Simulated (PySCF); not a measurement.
aluminum atom (Al), doublet. Base run: PySCF with PBE/aug-cc-pVDZ.

PySCF was given this input:
```python
from pyscf import gto, scf, dft, solvent

mol = gto.Mole()
mol.atom = '''
    Al    0.000000    0.000000    0.000000
'''
mol.basis = 'aug-cc-pvdz'
mol.charge = 0
mol.spin = 1
mol.verbose = 3
mol.build()

mf = dft.UKS(mol)
mf.xc = 'pbe'
mf.kernel()
mf.analyze()
```

Variants of this job, named by their change:

```
change                                                  ΔE vs base (kJ/mol)
------------------------------------------------------  -------------------
base                                                                   0.00
model = ddCOSMO; solvent = toluene                                    -5.12
model = IEF-PCM; solvent = toluene; lebedev_order = 41                -5.85
model = SS(V)PE; solvent = toluene                                    -5.84
model = IEF-PCM; solvent = n-hexane                                   -4.48
model = IEF-PCM; solvent = toluene; vdw_scale = 1.1                   -8.02
model = IEF-PCM; solvent = toluene; vdw_scale = 1.4                   -3.53
model = COSMO; solvent = toluene                                      -5.95
model = IEF-PCM; solvent = toluene; r_probe = 0.5                     -2.99
model = C-PCM; solvent = toluene                                      -7.27
model = IEF-PCM; solvent = toluene; vdw_scale = 1.0                  -12.00
model = IEF-PCM; solvent = chloroform                                 -8.93
```

The base is the gas phase, so ΔE is the electrostatic part of solvation at a fixed geometry, without cavity and dispersion terms.

Open shells are given as the SCF converged; they aren't shown to be the lowest states, and a large step between rows can be another state.
